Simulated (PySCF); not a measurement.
H12CrO6, charge +3, quartet, geometry from GFN2-xTB (such geometries of metal compounds can be far from the true shape); DF-PBE0/6-31G (PySCF).

Here is a job for PySCF.
```python
from pyscf import gto, scf, dft

mol = gto.M(
    atom='''
Cr   -0.00000000   -0.00000000    0.00000000
O    -0.71544604    1.71988388   -0.95132633
H    -1.52589161    1.80332323   -1.48417254
H    -0.30737678    2.60372997   -0.95351863
O     1.64275972    1.07908079    0.71540933
H     1.70452027    1.56887622    1.55445361
H     2.50490896    1.19617468    0.27872071
O     1.07905646   -0.50246339   -1.71989914
H     1.64783484   -1.28162020   -1.85072364
H     1.11715370   -0.00589863   -2.55636868
O    -1.07905646    0.50246339    1.71989914
H    -1.64783484    1.28162020    1.85072364
H    -1.11715370    0.00589863    2.55636868
O    -1.64275972   -1.07908079   -0.71540933
H    -1.70452027   -1.56887622   -1.55445361
H    -2.50490896   -1.19617468   -0.27872071
O     0.71544604   -1.71988388    0.95132633
H     0.30737678   -2.60372997    0.95351863
H     1.52589161   -1.80332323    1.48417254
''',
    basis='6-31g',
    charge=3,
    spin=3,
    verbose=4,
)

mf = dft.UKS(mol)
mf.xc = 'pbe0'
mf = mf.density_fit(auxbasis='def2-universal-jkfit')
mf.kernel()
```

Write the output that PySCF gives for this input, abridged.


```
PySCF version 2.14.0

[INPUT] verbose = 4
[INPUT] num. atoms = 19
[INPUT] num. electrons = 81
[INPUT] charge = 3
[INPUT] spin (= nelec alpha-beta = 2S) = 3
[INPUT] symmetry False subgroup None
[INPUT] Mole.unit = angstrom
[INPUT] Symbol           X                Y                Z      unit          X                Y                Z       unit  Magmom
[...]
nuclear repulsion = 639.382509413349
number of shells = 65
number of NR pGTOs = 270
number of NR cGTOs = 105
basis = 6-31g
ecp = {}

******** <class 'pyscf.df.df_jk.DFUKS'> ********
method = DFUKS
initial guess = minao
damping factor = 0
level_shift factor = 0
DIIS = <class 'pyscf.scf.diis.CDIIS'>
diis_start_cycle = 1
diis_space = 8
diis_damp = 0
SCF conv_tol = 1e-09
SCF conv_tol_grad = None
SCF max_cycles = 50
direct_scf = False
number electrons alpha = 42  beta = 39
XC library pyscf.dft.libxc version 7.1.2
    S. Lehtola, C. Steigemann, M. J. T. Oliveira, and M. A. L. Marques,  SoftwareX 7, 1–5 (2018)
XC functionals = pbe0
    C. Adamo and V. Barone,  J. Chem. Phys. 110, 6158 (1999)
    M. Ernzerhof and G. E. Scuseria,  J. Chem. Phys. 110, 5029 (1999)
radial grids:
    Treutler-Ahlrichs [JCP 102, 346 (1995); DOI:10.1063/1.469408] (M4) radial grids

becke partition: Becke, JCP 88, 2547 (1988); DOI:10.1063/1.454033
pruning grids: <function nwchem_prune>
grids dens level: 3
symmetrized grids: False
atomic radii adjust function: <function treutler_atomic_radii_adjust>
small_rho_cutoff = 0
Set gradient conv threshold to 3.16228e-05
tot grids = 223096
******** <class 'pyscf.df.df.DF'> ********
auxbasis = def2-universal-jkfit
init E= -1502.24287915648

cycle= 1 E= -1500.94407331343  delta_E=  1.3  |g|= 0.722  |ddm|= 2.54
cycle= 2 E= -1500.77636926411  delta_E= 0.168  |g|= 0.994  |ddm|= 0.894
cycle= 3 E= -1501.12317794864  delta_E= -0.347  |g|= 0.182  |ddm|= 0.624
cycle= 4 E= -1501.13980978712  delta_E= -0.0166  |g|= 0.0397  |ddm|= 0.187
cycle= 5 E= -1501.14062880956  delta_E= -0.000819  |g|= 0.00335  |ddm|= 0.0364
cycle= 6 E= -1501.14065338445  delta_E= -2.46e-05  |g|= 0.00132  |ddm|= 0.00791
cycle= 7 E= -1501.14065730284  delta_E= -3.92e-06  |g|= 0.000448  |ddm|= 0.00374
cycle= 8 E= -1501.1406575185  delta_E= -2.16e-07  |g|= 4.85e-05  |ddm|= 0.00086
cycle= 9 E= -1501.14065752154  delta_E= -3.05e-09  |g|= 1.8e-05  |ddm|= 9.53e-05
cycle= 10 E= -1501.14065752173  delta_E= -1.88e-10  |g|= 1.29e-05  |ddm|= 2.2e-05
Extra cycle  E= -1501.14065752175  delta_E= -2.09e-11  |g|= 1.76e-05  |ddm|= 2.19e-05
converged SCF energy = -1501.14065752175  <S^2> = 3.7644404  2S+1 = 4.0072137
```
